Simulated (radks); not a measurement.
Neutral gold inside a hard spherical wall (all orbitals vanish at R), configuration held at [Xe] 4f14 5d10 6s1 and not refilled when levels cross. Method: scalar-relativistic Kohn-Sham, PBEsol, spin-polarised, spherical densities, finite nucleus; open shells are filled with parallel spins first (spin-orbit coupling, left out, can overturn this in heavy ions); Fermi nuclear charge, rms radius 5.4371 fm; computed with a radial shooting solver on a logarithmic mesh with Libxc functionals. Eigenvalues in eV for spin up, with the zero of energy where the potential of the charges vanishes at infinity; a dash marks a level that is unbound or too diffuse for the functional's potential to be trusted. A positive occupied level is held by the wall or, in an anion where self-interaction has pushed it up, behind a barrier. The pressure on the wall is -dE/dV.

R (bohr)  E (hartree)  kinetic (hartree)    e(4f)    e(5p)   e(5d)   e(6s)  e(6p, empty)  e(7s, empty)  pressure (GPa)
free      -19002.3744          21247.173  -81.171  -59.783  -7.012  -6.130             -             -               0
12        -19002.3743          21247.173  -81.170  -59.783  -7.011  -6.130        -0.894         0.810        0.000116
6         -19002.3577          21247.299  -80.570  -59.199  -6.481  -5.515         1.040        10.779            1.48
4         -19002.0709          21248.807  -75.919  -54.941  -2.587  -0.075        10.237        41.619            69.9
3.5       -19001.6903          21250.552  -71.890  -51.438   0.800   5.258        18.116        63.932             220
2         -18988.8896          21300.892  -18.673   -7.305  53.327  112.06        152.07        358.31           19400
1.5       -18949.4538          21439.744   57.870   72.262  152.82  333.57        400.33        828.63          168000
